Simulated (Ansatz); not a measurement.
`[SiH3][O][Ge][Cl]` + `[OH][GeH2][OH]` → `[OH][GeH2][O][SiH3]` + `[OH][Ge][Cl]`  (ligand exchange at the Si–O bond)

Program: Ansatz. Geometries: PBE0-D4/def2-TZVP. ΔE: electronic, gas phase. CCSD(T)/CBS is the MP2 limit (def2-TZVPP, def2-QZVPP) plus CCSD(T) − MP2 in def2-TZVPP, frozen cores. Functionals use def2-TZVPP. B3LYP here is the variant with VWN-RPA as its local correlation; programs differ in this. For Ge outer-core shells are correlated without core-valence functions, which leaves a few kJ/mol of doubt a bond. Scalar relativity is left out up to krypton. One conformer a species, not always the lowest.

```csv
level,ΔE (kJ/mol),difference from CCSD(T)/CBS
r2SCAN-D4,-10.0,-1.8
ωB97X-V,-10.1,-1.9
B2PLYP,-9.7,-1.5
r2SCAN,-10.2,-2.0
B3LYP,-10.3,-2.1
HF/def2-TZVPP,-11.9,-3.7
MP2/def2-TZVPP,-8.6,-0.4
SCS-MP2/def2-TZVPP,-9.2,-1.0
CCSD/def2-TZVPP,-9.8,-1.6
CCSD(T)/def2-TZVPP,-9.2,-1.0
HF/def2-QZVPP,-11.9,-3.7
MP2/def2-QZVPP,-8.1,0.1
SCS-MP2/def2-QZVPP,-8.8,-0.6
HF/CBS(def2),-11.9,-3.7
MP2/CBS(def2),-7.7,0.5
CCSD/CBS(def2),-8.8,-0.6
CCSD(T)/CBS,-8.2,0
```

Largest T1 diagnostic among the species: 0.014.
